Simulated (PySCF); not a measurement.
C3H10SeSi (SMILES C[Si](C)(C)[SeH]), singlet, geometry from GFN2-xTB, with bond 8-1 at 2.4 times its length; CASSCF(4,5)/STO-3G in PySCF.

Here is a job for PySCF.
```python
from pyscf import gto, scf, mcscf, mp
import numpy

mol = gto.Mole()
mol.atom = '''
    C    -0.91577784    1.45592390    1.56361304
    Si   -0.79724361   -0.00837680    0.34798913
    C    -0.94461819   -1.68726690    1.22822485
    C    -2.05188082    0.17261021   -1.07644327
    Se    1.35461985   -0.01777519   -0.57478349
    H    -1.88097500    1.47252831    2.05928850
    H    -0.78860128    2.40513315    1.05101038
    H     0.92695010    1.29676298    3.39992799
    H    -0.82674607   -2.50561384    0.52382635
    H    -1.91083568   -1.79541645    1.70993326
    H    -0.17619862   -1.79440954    1.98841596
    H    -3.07054216    0.12427704   -0.70560708
    H    -1.92980270    1.12143168   -1.59100625
    H    -1.92498691   -0.61832170   -1.80969486
    H     1.23465964    1.27481277   -1.17648737
'''
mol.basis = 'sto-3g'
mol.verbose = 4
mol.build()

mf = scf.RHF(mol)
mf.kernel()
mc = mcscf.CASSCF(mf, 5, 4)
mc.fix_spin_(ss=0.0)
noons, natorbs = mcscf.addons.make_natural_orbitals(mp.MP2(mf).run())
mc.kernel(natorbs)
occ = numpy.linalg.eigvalsh(mc.fcisolver.make_rdm1(mc.ci, mc.ncas, mc.nelecas))[::-1]
ss = mc.fcisolver.spin_square(mc.ci, mc.ncas, mc.nelecas)[0]
print('natural occupations', occ.round(4), ' <S^2>', round(ss, 4))
```

**Question.** What does PySCF print? Leave out banner, timings and long lists.

**Answer.** 
```
PySCF version 2.14.0

[INPUT] verbose = 4
[INPUT] num. atoms = 15
[INPUT] num. electrons = 76
[INPUT] charge = 0
[INPUT] spin (= nelec alpha-beta = 2S) = 0
[INPUT] symmetry False subgroup None
[INPUT] Mole.unit = angstrom
[INPUT] Symbol           X                Y                Z      unit          X                Y                Z       unit  Magmom
[...]
nuclear repulsion = 422.805538103278
number of shells = 32
number of NR pGTOs = 156
number of NR cGTOs = 52
basis = sto-3g
ecp = {}

******** <class 'pyscf.scf.hf.RHF'> ********
method = RHF
initial guess = minao
damping factor = 0
level_shift factor = 0
DIIS = <class 'pyscf.scf.diis.CDIIS'>
diis_start_cycle = 1
diis_space = 8
diis_damp = 0
SCF conv_tol = 1e-09
SCF conv_tol_grad = None
SCF max_cycles = 50
direct_scf = True
direct_scf_tol = 1e-13
Set gradient conv threshold to 3.16228e-05
Initial guess from minao.
init E= -2773.50862452302
[...]
cycle= 1 E= -2776.81242023329  delta_E= -3.3  |g|= 0.438  |ddm|= 4.31
[...]
cycle= 2 E= -2776.91714244962  delta_E= -0.105  |g|= 0.139  |ddm|= 1.11
[...]
cycle= 3 E= -2776.92000999818  delta_E= -0.00287  |g|= 0.129  |ddm|= 0.444
[...]
cycle= 4 E= -2776.9274731174  delta_E= -0.00746  |g|= 0.0142  |ddm|= 0.217
[...]
cycle= 5 E= -2776.92762951179  delta_E= -0.000156  |g|= 0.00345  |ddm|= 0.0408
[...]
cycle= 6 E= -2776.92764030675  delta_E= -1.08e-05  |g|= 0.00111  |ddm|= 0.00989
[...]
cycle= 7 E= -2776.92764221381  delta_E= -1.91e-06  |g|= 0.000425  |ddm|= 0.00418
[...]
cycle= 8 E= -2776.92764253793  delta_E= -3.24e-07  |g|= 0.000126  |ddm|= 0.0019
[...]
cycle= 9 E= -2776.92764256771  delta_E= -2.98e-08  |g|= 2.09e-05  |ddm|= 0.000677
[...]
cycle= 10 E= -2776.9276425682  delta_E= -4.84e-10  |g|= 2.95e-06  |ddm|= 8.39e-05
[...]
Extra cycle  E= -2776.92764256821  delta_E= -1.36e-11  |g|= 1.26e-06  |ddm|= 8.16e-06
converged SCF energy = -2776.92764256821

******** <class 'pyscf.mp.mp2.RMP2'> ********
nocc = 38, nmo = 52
E(RMP2) = -2777.25429162479  E_corr = -0.326649056580126
E(SCS-RMP2) = -2777.29366386848  E_corr = -0.366021300268152
E_corr(same-spin) = -0.0299510395707686
E_corr(oppo-spin) = -0.296698017009357

******** <class 'pyscf.mcscf.mc1step.CASSCF'> ********
CAS (2e+2e, 5o), ncore = 36, nvir = 11
max_cycle_macro = 50
max_cycle_micro = 4
conv_tol = 1e-07
conv_tol_grad = None
orbital rotation max_stepsize = 0.02
orbital rotation threshold for CI restart = 0.01
augmented hessian ah_max_cycle = 30
augmented hessian ah_conv_tol = 1e-12
[...]
linear dependence = 1e-12
level shift = 0.001
max iter space = 12
nroots = 1
pspace_size = 400
spin = None
CASCI E = -2777.11512068219  S^2 = 0.0000000
Set conv_tol_grad to 0.000316228
macro iter   1 ( 21 JK    4 micro), CASSCF E = -2777.12244618547  dE = -7.32550327e-03  S^2 = 0.0000000
               |grad[o]|=0.0356  |grad[c]|=0.0185  |ddm|=0.0115  |maxRot[o]|=0.313
macro iter   2 ( 21 JK    4 micro), CASSCF E = -2777.12373400658  dE = -1.28782111e-03  S^2 = 0.0000000
               |grad[o]|=0.0206  |grad[c]|=0.00423  |ddm|=0.00482  |maxRot[o]|=0.299
macro iter   3 ( 21 JK    4 micro), CASSCF E = -2777.12415266542  dE = -4.18658846e-04  S^2 = 0.0000000
               |grad[o]|=0.00768  |grad[c]|=0.00299  |ddm|=0.00123  |maxRot[o]|=0.313
macro iter   4 ( 21 JK    4 micro), CASSCF E = -2777.12447215044  dE = -3.19485023e-04  S^2 = 0.0000000
               |grad[o]|=0.00511  |grad[c]|=0.0019  |ddm|=0.00191  |maxRot[o]|=0.313
macro iter   5 ( 15 JK    4 micro), CASSCF E = -2777.12452128163  dE = -4.91311876e-05  S^2 = 0.0000000
               |grad[o]|=0.00214  |grad[c]|=0.000901  |ddm|=0.00156  |maxRot[o]|=0.173
macro iter   6 (  5 JK    1 micro), CASSCF E = -2777.12452213467  dE = -8.53039182e-07  S^2 = 0.0000000
               |grad[o]|=0.0001  |grad[c]|=0.000668  |ddm|=6.35e-05  |maxRot[o]|=0.0136
macro iter   7 (  4 JK    1 micro), CASSCF E = -2777.12452258148  dE = -4.46812464e-07  S^2 = 0.0000000
               |grad[o]|=5.94e-05  |grad[c]|=0.000489  |ddm|=4.71e-05  |maxRot[o]|=0.0104
macro iter   8 (  3 JK    1 micro), CASSCF E = -2777.12452282006  dE = -2.38572738e-07  S^2 = 0.0000000
               |grad[o]|=4.15e-05  |grad[c]|=0.000357  |ddm|=2.15e-05  |maxRot[o]|=0.00765
macro iter   9 (  3 JK    1 micro), CASSCF E = -2777.12452294648  dE = -1.26426585e-07  S^2 = 0.0000000
               |grad[o]|=4.01e-05  |grad[c]|=0.000262  |ddm|=1.89e-05  |maxRot[o]|=0.00548
macro iter  10 (  1 JK    1 micro), CASSCF E = -2777.12452294664  dE = -1.57797331e-10  S^2 = 0.0000000
               |grad[o]|=2.1e-05  |grad[c]|=1.42e-05  |ddm|=7.08e-06  |maxRot[o]|=    0
1-step CASSCF converged in  10 macro (115 JK  25 micro) steps
CASSCF canonicalization
Density matrix diagonal elements [1.97321990e+00 1.31261481e+00 6.88455910e-01 2.44060272e-02
 1.30335900e-03]
CASSCF energy = -2777.12452294664
CASCI E = -2777.12452294664  E(CI) = -3.89328318705793  S^2 = 0.0000000
natural occupations [1.9752e+00 1.3129e+00 6.8700e-01 2.3800e-02 1.1000e-03]  <S^2> 0.0
```
